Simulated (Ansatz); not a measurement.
Cost and result for the atomization energy of CH$_{7}$BClNSi, SMILES `BN(C)[SiH2]Cl` (12 atoms, 11 bonds).

| atom | x (Å) | y (Å) | z (Å) |
| --- | --- | --- | --- |
| B1 | 0.659 | -1.448 | -0.470 |
| N2 | 0.013 | -0.269 | -0.080 |
| C3 | -1.319 | -0.278 | 0.519 |
| Si4 | 0.773 | 1.277 | -0.288 |
| Cl5 | 1.102 | 2.150 | 1.546 |
| H6 | 0.097 | -2.497 | -0.333 |
| H7 | 1.758 | -1.381 | -0.937 |
| H8 | -1.705 | -1.297 | 0.535 |
| H9 | -2.011 | 0.349 | -0.052 |
| H10 | -1.288 | 0.100 | 1.544 |
| H11 | -0.146 | 2.188 | -1.010 |
| H12 | 2.067 | 1.106 | -0.973 |

The species carries charge 0 and has multiplicity 1. The geometry is a stationary point of PBE0-D4/def2-TZVP. It is one conformer, not always the lowest. Program: Ansatz. All runs use 4 threads of an Intel Xeon Platinum 8259CL on a shared host. Times are those of one run each, without the atoms' runs, and a repeat can differ threefold. Electronic energies, without spin–orbit coupling; frozen cores. CCSD(T)/CBS adds CCSD(T) − MP2 in def2-TZVPP to the MP2 limit, and its time is that of the two runs behind it. T1 = 0.011. B3LYP takes the VWN-RPA correlation (the form of Gaussian; ORCA's B3LYP/G). HSE06 is the plane-wave form, built on full-range PBE exchange.

CCSD(T)/CBS is a level of theory with its own doubt, some kJ/mol a heavy atom from the limit and from the frozen cores, so smaller differences don't rank the functionals.

```json
{"level": "BLYP-D4/def2-TZVPP", "functions": "275", "wall time": "2.5 s"}
{"level": "PBE-D4/def2-TZVPP (with forces)", "functions": "275", "wall time": "3.1 s"}
{"level": "BHLYP-D4/def2-TZVPP", "functions": "275", "wall time": "3.6 s"}
{"level": "HSE06-D4/def2-TZVPP", "functions": "275", "wall time": "4 s"}
{"level": "CAM-B3LYP-D4/def2-TZVPP", "functions": "275", "wall time": "4.4 s"}
{"level": "CCSD(T)/def2-SVP", "functions": "113", "wall time": "4.8 s"}
{"level": "r2SCAN-D4/def2-TZVPP (with forces)", "functions": "275", "wall time": "4.9 s"}
{"level": "B3LYP-D4/def2-TZVPP (with forces)", "functions": "275", "wall time": "6 s"}
{"level": "B2PLYP/def2-TZVPP", "functions": "275", "wall time": "7 s"}
{"level": "ωB97M-V/def2-TZVPP (with forces)", "functions": "275", "wall time": "12 s"}
{"level": "MP2/def2-QZVPP", "functions": "521", "wall time": "27 s"}
{"level": "CCSD(T)/def2-TZVPP", "functions": "275", "wall time": "2 min"}
{"level": "CCSD(T)/CBS(def2)", "functions": "–", "wall time": "2.4 min"}
```

Q: What atomization energy does each give, and how far from CCSD(T)/CBS? (An estimate is asked.)

A: Computed: 
```
                             level  atomization (kJ/mol)  difference from CCSD(T)/CBS  per bond
                BLYP-D4/def2-TZVPP                4282.9                         -9.5      -0.9
   PBE-D4/def2-TZVPP (with forces)                4342.9                         50.5       4.6
               BHLYP-D4/def2-TZVPP                4226.0                        -66.4      -6.0
               HSE06-D4/def2-TZVPP                4300.7                          8.3       0.8
           CAM-B3LYP-D4/def2-TZVPP                4326.3                         33.9       3.1
                  CCSD(T)/def2-SVP                4050.6                       -241.8     -22.0
r2SCAN-D4/def2-TZVPP (with forces)                4302.9                         10.5       1.0
 B3LYP-D4/def2-TZVPP (with forces)                4308.7                         16.3       1.5
                 B2PLYP/def2-TZVPP                4256.0                        -36.4      -3.3
  ωB97M-V/def2-TZVPP (with forces)                4321.9                         29.5       2.7
                    MP2/def2-QZVPP                4299.7                          7.3       0.7
                CCSD(T)/def2-TZVPP                4182.3                       -110.1     -10.0
                 CCSD(T)/CBS(def2)                4292.4                          0.0       0.0
```

From PBE to PBE0 (25 % exact exchange), in def2-TZVPP and without D4, the atomization energy moves by −40.6 kJ/mol: exact exchange takes away binding that semilocal exchange gives to molecules. In def2-TZVPP, CCSD(T) changes the Hartree–Fock value by +949.4 kJ/mol (the triples alone add +53.7 kJ/mol) and MP2 by +1001.2 kJ/mol; breaking electron pairs costs correlation energy, which Hartree–Fock lacks. The D4 term adds +45.2 kJ/mol with B3LYP and +23.8 kJ/mol with PBE0; it sums over pairs of atoms, weighted by their polarisabilities, and B3LYP, whose exchange is more repulsive, gets the larger term.
